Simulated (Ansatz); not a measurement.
A nudged elastic band was laid between two geometries of AlH6N3 + H3P (14 atoms, charge 0, multiplicity 1).

Computed with Ansatz, RKS BHLYP-D4/def2-SVP.

```yaml
movable_images: 5
climbing_image: yes
spring: 5.0 eV/Å²
optimiser: quadratic models (default)
start_path: through a guess of the saddle point
force_threshold: 0.03 eV/Å
iteration_limit: 60
end_points: relaxed
```

First end point:

```xyz
14
Properties=species:S:1:pos:R:3
Al 0.164 -0.298 0.061
N 0.189 -0.810 1.756
H -0.619 -0.846 2.354
H 0.997 -1.132 2.263
N 1.669 -0.133 -0.848
H 2.595 -0.208 -0.461
H 1.730 0.094 -1.826
N -1.394 0.092 -0.687
H -2.294 -0.169 -0.322
H -1.510 0.541 -1.580
P -1.124 2.972 0.944
H -2.478 2.571 1.018
H -1.231 3.913 2.002
H -0.653 1.932 1.780
```

Last end point:

```xyz
14
Properties=species:S:1:pos:R:3
Al -0.279 0.694 0.003
N -0.234 -0.051 1.919
H -0.822 -0.874 1.984
H 0.733 -0.333 2.041
N 1.434 0.417 -0.486
H 1.740 -0.422 -0.954
H 2.048 1.170 -0.751
N -1.499 -0.443 -0.693
H -1.414 -0.735 -1.654
H -2.481 -0.424 -0.464
P -0.805 2.985 0.309
H -1.954 2.747 1.112
H 0.052 3.190 1.428
H -0.477 0.594 2.660
```

(1) Which bonds break or form, and what moves?

(2) Give the energies along the band, and the barrier.

(3) What is the geometry of the highest image?

The band took 39 iterations and roughly 25 core-minutes.

Results:

(1) Bonds broken: P11–H14. Bonds formed: Al1–P11, N2–H14. AlH6N3 + H3P becomes AlH9N3P.

(2) The forces met the threshold. The highest image is number 3 of 0 to 6, 0.98 eV above the first end and 1.55 eV above the last; the last end lies 0.57 eV below the first. The profile has 2 maxima (images 3, 5) with wells between them (image 4): this band takes more than one step, which may be the mechanism or a detour left from its start path. Neighbouring images differ by up to 1.6 eV, so the band resolves the path poorly. A vibrational analysis at the climbing image gives one clearly imaginary mode, 1368i cm⁻¹: a first-order saddle point. The orbitals stay closed-shell, which can raise the energy where a bond breaks towards radicals; this wasn't checked here.

```tsv
image	path coordinate (Å)	energy (eV)	P11–H14 (Å)	Al1–P11 (Å)	N2–H14 (Å)
0	0.00	0.00	1.42	3.62	2.87
1	4.17	0.01	1.42	3.54	3.03
2	8.34	0.06	1.42	4.46	2.60
3	12.52	0.98	1.72	2.58	1.41
4	14.41	-0.57	3.44	2.37	1.01
5	16.31	-0.53	3.31	2.36	1.01
6	18.20	-0.57	3.37	2.37	1.01
```

(3) 
```xyz
14
Properties=species:S:1:pos:R:3
Al -0.150 0.186 0.024
N -0.270 -0.244 1.854
H -1.040 -0.780 2.232
H 0.572 -0.459 2.370
N 1.496 0.419 -0.610
H 2.090 -0.332 -0.921
H 1.825 1.292 -0.987
N -1.554 -0.435 -0.859
H -2.376 -0.854 -0.458
H -1.707 -0.268 -1.840
P -0.629 2.590 0.835
H -1.896 2.953 1.329
H 0.197 3.305 1.723
H -0.516 1.145 1.764
```

Time of the run: 6.8 min on 4 threads of Intel(R) Xeon(R) Platinum 8375C CPU @ 2.90GHz (Ice Lake), on a shared host, peak memory 0.35 GiB.
